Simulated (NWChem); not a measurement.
**Correlation energy of silicon monosulfide (SSi)**

```
Si
S 1 1.9396
```
Charge 0, spin multiplicity 1.

The numbers come from NWChem runs, not from measurements. All single points use one geometry, from PBE0/def2-SVP, a minimum by its harmonic frequencies.

Basis set: 6-31G*. Each correlation energy counts from its own Hartree-Fock reference.

The correlated methods keep 10 core orbitals frozen. The Pople sets run with spherical d functions. Coupled-cluster values serve here as a point of comparison, not as the truth.

**Question.** For the correlation energy, CCSD(T) gives -224.6 mHa and CR-CCSD(T) gives -222.3 mHa. What do CR-CCSD[T], SCS-MP2, MP2 give?

**Answer.** CR-CCSD[T]: -223.3 mHa; SCS-MP2: -188.9 mHa; MP2: -191.8 mHa.
